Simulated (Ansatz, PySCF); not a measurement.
Process, species as SMILES: F[Se]F [fluoro selenohypofluorite] -> F[Se]F as doublet, charge -1 (an electron is taken up)
Each molecule is optimised on its own at B3LYP-D3(BJ)/def2-TZVP (Ansatz, a quantum-chemistry and plane-wave program).

Wanted: adiabatic electron affinity (electronic energy difference), positive where the reaction releases energy, in eV. Valence correlation only, unless marked. Open shells are spin-unrestricted. Spin-orbit coupling is left out. The frozen core is the preceding noble-gas configuration, with the filled d and f shells of earlier blocks. Non-relativistic. Anions need diffuse functions: aug- sets have them; def2-D sets add few; the other sets have none. Basis-set limits of correlation are two-point, X^-3; Hartree-Fock from the larger set. [CCSD(T)-MP2]/basis is that difference in the basis named.

RI-MP2/CBS(aug-cc-pVTZ,aug-cc-pVQZ)+[CCSD(T)-MP2]/aug-cc-pVTZ (Ansatz) gives 1.09 eV.

Problem. Another calculation gave 1.00 eV. Which level was it?
(A) r2SCAN/def2-TZVPD (Ansatz)
(B) B2PLYP/def2-TZVPD (Ansatz)
(C) BP86/def2-TZVPD (PySCF)
(D) M06-L/def2-TZVPD (PySCF)

Solution. D, M06-L/def2-TZVPD (PySCF). The others give 1.17 (B2PLYP), 1.29 (r2SCAN), 1.42 (BP86) eV.
